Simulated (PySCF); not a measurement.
Start geometry of `[TeH][SiH2]C1CC1` from GFN2-xTB (Å):
```
atom  x, y, z in Å
Te1    3.244    0.537    0.241
Si2    1.124   -0.644   -0.335
C3    -0.283    0.557    0.034
C4    -1.414    0.623   -0.882
C5    -1.596    0.006    0.463
H6     4.110   -0.751   -0.178
H7     1.091   -1.041   -1.742
H8     0.978   -1.859    0.450
H9     0.011    1.510    0.517
H10   -1.460   -0.036   -1.727
H11   -1.918    1.577   -1.055
H12   -2.150    0.553    1.229
H13   -1.731   -1.049    0.531
```

What comes out of this run: PySCF, PBE0-D3(BJ)/def2-SVP geometry optimisation, gas phase, def2 core potentials past Kr?

```
atom  x, y, z in Å
Te1    3.1836    0.4177   -0.2676
Si2    1.0901   -0.8436    0.3151
C3    -0.2923    0.4023    0.3594
C4    -0.9024    0.8919   -0.9335
C5    -1.6937   -0.0003   -0.0382
H6     4.1307   -0.9223    0.0206
H7     0.7804   -1.8670   -0.7317
H8     1.2776   -1.5400    1.6237
H9    -0.2240    1.1485    1.1591
H10   -0.5257    0.4783   -1.8745
H11   -1.1778    1.9482   -0.9923
H12   -2.5210    0.4315    0.5315
H13   -1.8685   -1.0315   -0.3603
```

The energy falls by 0.257 eV over 14 energy and gradient evaluations, the largest force component goes from 0.0379 to 3.7e-04 Eh/bohr, and the atoms move by 0.727 Å rms after alignment. The bond that changes most is Te1–H6 (ends: tellurium bonded to Si and H; hydrogen on tellurium), which lengthens by 0.058 Å. Bonds longer at the end by more than 0.005 Å: 8 of 13; shorter: 2. Among the angles that change most is C3–C4–H11, from 119.8° to 117.4°. Among the dihedrals that turn most is H8–Si2–C3–C5, from -28° to -92°. Rotational constants go from 7482, 740.5, 716.3 to 6144, 823.4, 756.2 MHz. The orientation of the end geometry is arbitrary; only internal coordinates are fixed.

The run used 126 basis functions and 97 SCF cycles in all. Time: 1.7 min; peak memory 0.54 GiB. Hardware: one thread, Arm Neoverse V1 (aarch64), no GPU, on a shared host.

PBE0-D3(BJ)/def2-SVP frequencies: not computed here. One conformer, not necessarily the lowest.
